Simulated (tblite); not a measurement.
A geometry optimisation, step by step.

C3H10AlAsO.
Numbering: `[H][As+:2]1([CH3:1])[CH2:3][CH2:4][O:5][AlH2-:6]1` (hydrogens: H7, H8, H9 on C1; H10 on As2; H11, H12 on C3; H13, H14 on C4; H15, H16 on Al6)

Computed with GFN2-xTB (tblite), gas phase: L-BFGS steps from a force-field or distance-geometry start until the largest atomic force falls under 0.01 eV/Å. 11 of its 81 geometries are shown.

Step 0: E = -518.1992 eV, largest atomic force 3.763 eV/Å
```
atom  x, y, z in Å  |  force x, y, z in eV/Å
C1      1.814    0.018    0.944    0.389  -0.117   0.144
As2     1.042   -0.362   -0.846    0.401  -1.213   0.594
C3     -0.628   -1.140   -0.114   -0.689  -0.218  -0.160
C4     -1.559   -0.067    0.498   -0.526  -0.712   0.691
O5     -1.956    0.898   -0.420    2.212   0.186  -0.737
Al6    -0.434    1.466   -1.273   -3.007   2.194  -0.550
H7      1.303    0.903    1.393    0.294  -0.533  -0.469
H8      1.690   -0.854    1.614    0.057   0.403  -0.248
H9      2.891    0.240    0.837   -0.408  -0.018   0.174
H10     1.519   -1.808   -1.208    0.163   0.595   0.336
H11    -1.178   -1.647   -0.947    0.277   0.338   0.487
H12    -0.393   -1.906    0.648   -0.032   0.152  -0.193
H13    -2.475   -0.582    0.893    0.394   0.232  -0.220
H14    -1.069    0.404    1.383   -0.088  -0.213  -0.286
H15    -0.689    1.640   -2.836    0.284  -0.384   0.355
H16     0.115    2.805   -0.578    0.279  -0.692   0.083
```

Step 8: E = -519.1967 eV, largest atomic force 0.295 eV/Å
```
atom  x, y, z in Å  |  force x, y, z in eV/Å
C1      1.840   -0.018    0.931   -0.043   0.024  -0.083
As2     0.986   -0.356   -0.823    0.002  -0.169   0.242
C3     -0.651   -1.189   -0.082   -0.078   0.076   0.032
C4     -1.552   -0.117    0.523   -0.009  -0.012  -0.019
O5     -1.770    0.893   -0.427    0.168  -0.025   0.185
Al6    -0.713    1.768   -1.364    0.149  -0.040  -0.160
H7      1.324    0.859    1.327    0.056   0.010   0.058
H8      1.713   -0.850    1.628    0.014   0.044  -0.110
H9      2.899    0.230    0.848   -0.038  -0.059  -0.067
H10     1.585   -1.740   -1.105    0.088   0.185   0.087
H11    -1.189   -1.646   -0.919   -0.006  -0.107   0.068
H12    -0.408   -1.958    0.663   -0.054   0.062  -0.116
H13    -2.512   -0.546    0.842   -0.054   0.031  -0.064
H14    -1.068    0.334    1.403   -0.075  -0.169  -0.019
H15    -0.675    1.591   -2.900   -0.094   0.097   0.112
H16     0.184    2.752   -0.557   -0.027   0.052  -0.146
```

Step 16: E = -519.2984 eV, largest atomic force 0.266 eV/Å
```
atom  x, y, z in Å  |  force x, y, z in eV/Å
C1      1.831    0.003    0.931   -0.049  -0.002  -0.075
As2     0.936   -0.351   -0.790    0.160  -0.202   0.065
C3     -0.693   -1.236   -0.078    0.036  -0.014   0.034
C4     -1.573   -0.145    0.532    0.054  -0.060   0.026
O5     -1.613    0.947   -0.336   -0.067  -0.058   0.062
Al6    -0.649    1.777   -1.397   -0.098   0.028  -0.058
H7      1.376    0.888    1.377    0.062  -0.008   0.044
H8      1.720   -0.855    1.598   -0.005   0.106   0.019
H9      2.894    0.194    0.769   -0.081   0.033   0.027
H10     1.702   -1.652   -1.004   -0.098  -0.016  -0.082
H11    -1.222   -1.724   -0.902    0.011   0.058   0.001
H12    -0.447   -1.993    0.672    0.004  -0.024   0.002
H13    -2.590   -0.509    0.749    0.050   0.037  -0.123
H14    -1.120    0.183    1.478   -0.093  -0.047   0.046
H15    -0.768    1.655   -2.925   -0.062  -0.026   0.014
H16     0.206    2.827   -0.686    0.175   0.196   0.000
```

Step 24: E = -519.3400 eV, largest atomic force 0.184 eV/Å
```
atom  x, y, z in Å  |  force x, y, z in eV/Å
C1      1.826    0.017    0.933    0.035  -0.028  -0.005
As2     0.944   -0.387   -0.780    0.160  -0.035  -0.061
C3     -0.681   -1.254   -0.063   -0.057  -0.044  -0.029
C4     -1.570   -0.165    0.537   -0.025  -0.036   0.023
O5     -1.533    0.964   -0.283    0.046   0.006   0.099
Al6    -0.634    1.829   -1.376   -0.011  -0.047  -0.073
H7      1.398    0.911    1.389   -0.059  -0.001  -0.127
H8      1.720   -0.818    1.626    0.024  -0.016   0.032
H9      2.885    0.204    0.753    0.042   0.002   0.050
H10     1.702   -1.706   -1.016   -0.112   0.122   0.081
H11    -1.213   -1.724   -0.893   -0.017  -0.026  -0.119
H12    -0.458   -2.033    0.671    0.037   0.039   0.060
H13    -2.606   -0.513    0.639   -0.031   0.006  -0.013
H14    -1.200    0.098    1.537   -0.026   0.044  -0.018
H15    -0.866    1.660   -2.893   -0.039  -0.004   0.086
H16     0.278    2.925   -0.792    0.031   0.016   0.014
```

Step 32: E = -519.3559 eV, largest atomic force 0.088 eV/Å
```
atom  x, y, z in Å  |  force x, y, z in eV/Å
C1      1.839    0.013    0.929   -0.004   0.021   0.003
As2     0.959   -0.398   -0.781    0.065  -0.044  -0.039
C3     -0.679   -1.258   -0.071   -0.018   0.014   0.014
C4     -1.573   -0.175    0.536   -0.021   0.028   0.007
O5     -1.485    0.982   -0.237   -0.013   0.028   0.007
Al6    -0.617    1.839   -1.357   -0.012   0.001  -0.057
H7      1.382    0.917    1.333   -0.010   0.028   0.009
H8      1.729   -0.799    1.649   -0.021  -0.002  -0.010
H9      2.900    0.211    0.775    0.002   0.000  -0.008
H10     1.675   -1.726   -0.995    0.004   0.003   0.007
H11    -1.199   -1.728   -0.911    0.008   0.004   0.004
H12    -0.451   -2.030    0.670    0.013  -0.012  -0.005
H13    -2.618   -0.509    0.584   -0.018   0.005  -0.009
H14    -1.245    0.059    1.558    0.019  -0.036   0.008
H15    -0.935    1.655   -2.853   -0.010  -0.004   0.037
H16     0.312    2.956   -0.840    0.016  -0.036   0.032
```

Step 40: E = -519.3586 eV, largest atomic force 0.041 eV/Å
```
atom  x, y, z in Å  |  force x, y, z in eV/Å
C1      1.837    0.022    0.925   -0.010   0.000  -0.008
As2     0.971   -0.405   -0.789   -0.024  -0.012  -0.022
C3     -0.676   -1.252   -0.076   -0.023  -0.001   0.010
C4     -1.574   -0.174    0.536    0.006   0.014   0.013
O5     -1.478    0.994   -0.219   -0.002  -0.021  -0.009
Al6    -0.619    1.838   -1.354    0.007  -0.010  -0.023
H7      1.376    0.928    1.321    0.006   0.010  -0.007
H8      1.717   -0.789    1.643   -0.009   0.007   0.013
H9      2.901    0.214    0.778   -0.008   0.008   0.000
H10     1.681   -1.742   -0.982   -0.007   0.027   0.012
H11    -1.196   -1.724   -0.915    0.002   0.003  -0.009
H12    -0.446   -2.025    0.664    0.001  -0.009  -0.008
H13    -2.623   -0.501    0.570    0.039  -0.013   0.003
H14    -1.250    0.041    1.563   -0.009  -0.007   0.006
H15    -0.958    1.652   -2.845    0.005   0.012   0.028
H16     0.330    2.933   -0.831    0.026  -0.008   0.001
```

Step 48: E = -519.3612 eV, largest atomic force 0.058 eV/Å
```
atom  x, y, z in Å  |  force x, y, z in eV/Å
C1      1.820    0.040    0.912    0.018   0.020   0.027
As2     0.968   -0.408   -0.799   -0.018   0.001  -0.011
C3     -0.673   -1.255   -0.081   -0.056  -0.002   0.014
C4     -1.567   -0.179    0.541   -0.022  -0.022   0.017
O5     -1.472    0.992   -0.210   -0.007  -0.030   0.029
Al6    -0.603    1.828   -1.344   -0.018  -0.021  -0.005
H7      1.368    0.956    1.294   -0.026   0.025  -0.011
H8      1.687   -0.760    1.641   -0.005  -0.001   0.016
H9      2.885    0.222    0.772    0.026   0.001  -0.003
H10     1.683   -1.740   -0.960    0.025  -0.019  -0.027
H11    -1.203   -1.714   -0.922    0.011  -0.019  -0.005
H12    -0.444   -2.037    0.649    0.000   0.007  -0.011
H13    -2.614   -0.513    0.567    0.002   0.022   0.015
H14    -1.251    0.030    1.572    0.016  -0.008  -0.041
H15    -0.979    1.664   -2.825    0.013   0.016  -0.004
H16     0.387    2.884   -0.819    0.040   0.031   0.000
```

Step 56: E = -519.3642 eV, largest atomic force 0.038 eV/Å
```
atom  x, y, z in Å  |  force x, y, z in eV/Å
C1      1.803    0.066    0.903   -0.006  -0.007   0.004
As2     0.959   -0.418   -0.804    0.018   0.023  -0.025
C3     -0.683   -1.268   -0.089   -0.001   0.001   0.004
C4     -1.568   -0.191    0.545    0.008  -0.016   0.001
O5     -1.469    0.984   -0.199    0.009  -0.004   0.009
Al6    -0.585    1.819   -1.324    0.010  -0.004  -0.001
H7      1.351    0.996    1.254    0.003  -0.002  -0.014
H8      1.655   -0.713    1.652   -0.002   0.005   0.016
H9      2.873    0.234    0.770   -0.015   0.008  -0.007
H10     1.695   -1.742   -0.958   -0.001  -0.012   0.003
H11    -1.211   -1.721   -0.934   -0.006  -0.004   0.022
H12    -0.446   -2.056    0.633   -0.028  -0.001   0.005
H13    -2.617   -0.515    0.583    0.018   0.008  -0.004
H14    -1.237    0.009    1.574    0.007  -0.012  -0.020
H15    -0.989    1.690   -2.801    0.002   0.008  -0.004
H16     0.461    2.836   -0.816   -0.014   0.008   0.011
```

Step 64: E = -519.3652 eV, largest atomic force 0.029 eV/Å
```
atom  x, y, z in Å  |  force x, y, z in eV/Å
C1      1.794    0.073    0.899   -0.005   0.001  -0.007
As2     0.958   -0.427   -0.807    0.007   0.018  -0.018
C3     -0.685   -1.277   -0.092   -0.019  -0.014   0.010
C4     -1.560   -0.196    0.545   -0.003  -0.022   0.015
O5     -1.455    0.982   -0.193   -0.006   0.006  -0.002
Al6    -0.577    1.819   -1.320    0.022   0.011   0.003
H7      1.342    1.010    1.232    0.001  -0.006  -0.006
H8      1.643   -0.692    1.661    0.001   0.009  -0.010
H9      2.864    0.240    0.765   -0.012  -0.002   0.004
H10     1.699   -1.748   -0.956    0.007  -0.026   0.011
H11    -1.220   -1.729   -0.933    0.005   0.005  -0.006
H12    -0.459   -2.063    0.633    0.017  -0.013   0.001
H13    -2.611   -0.513    0.583    0.001   0.009   0.007
H14    -1.224   -0.005    1.573   -0.007   0.010   0.002
H15    -0.989    1.706   -2.795    0.002   0.003  -0.009
H16     0.472    2.829   -0.806   -0.011   0.011   0.005
```

Step 72: E = -519.3662 eV, largest atomic force 0.021 eV/Å
```
atom  x, y, z in Å  |  force x, y, z in eV/Å
C1      1.781    0.081    0.887    0.007   0.004   0.006
As2     0.957   -0.445   -0.816    0.009   0.008  -0.001
C3     -0.687   -1.288   -0.092   -0.008  -0.006  -0.002
C4     -1.553   -0.200    0.548    0.005  -0.009   0.005
O5     -1.441    0.974   -0.194   -0.020   0.005  -0.001
Al6    -0.564    1.820   -1.315    0.000   0.012   0.014
H7      1.327    1.023    1.202   -0.002   0.002  -0.006
H8      1.627   -0.670    1.662   -0.010  -0.007  -0.010
H9      2.851    0.246    0.760    0.005   0.003  -0.007
H10     1.702   -1.767   -0.943    0.000  -0.005   0.010
H11    -1.227   -1.735   -0.933   -0.009  -0.005   0.002
H12    -0.458   -2.078    0.628   -0.001   0.002   0.004
H13    -2.607   -0.508    0.594    0.016   0.003  -0.006
H14    -1.209   -0.006    1.573   -0.003  -0.006   0.002
H15    -0.975    1.724   -2.793    0.012   0.000   0.002
H16     0.469    2.837   -0.781   -0.003   0.000  -0.012
```

Step 80: E = -519.3665 eV, largest atomic force 0.009 eV/Å
```
atom  x, y, z in Å  |  force x, y, z in eV/Å
C1      1.777    0.086    0.882    0.000   0.000   0.002
As2     0.958   -0.451   -0.821   -0.002  -0.004  -0.006
C3     -0.688   -1.291   -0.094    0.000   0.001  -0.001
C4     -1.550   -0.203    0.549   -0.001  -0.004   0.001
O5     -1.439    0.974   -0.191    0.000   0.001  -0.001
Al6    -0.562    1.824   -1.308    0.005   0.005   0.006
H7      1.322    1.029    1.190    0.000   0.003   0.000
H8      1.618   -0.664    1.658    0.000  -0.002   0.003
H9      2.848    0.249    0.757    0.001   0.000  -0.004
H10     1.704   -1.775   -0.932   -0.002   0.003   0.000
H11    -1.232   -1.739   -0.931    0.003   0.000   0.001
H12    -0.458   -2.081    0.627   -0.001   0.005   0.001
H13    -2.604   -0.509    0.595   -0.001  -0.001   0.002
H14    -1.206   -0.012    1.574   -0.002  -0.002   0.000
H15    -0.966    1.730   -2.787    0.000  -0.005  -0.006
H16     0.471    2.842   -0.780    0.001   0.000   0.003
```

Q: Summarise the path.

A: The energy falls by 26.92 kcal/mol from step 0 to step 80; nine tenths of that is first reached at step 12. It falls at every step. The largest force goes from 3.763 to 0.009 eV/Å. Among the bonds As2–Al6 changes most, from 2.388 to 2.779 Å; the atoms move by 0.296 Å rms after alignment.

What follows is the cost of the whole relaxation. The run took 0.91 s wall on one thread, Arm Neoverse N1 (aarch64), on a shared host.
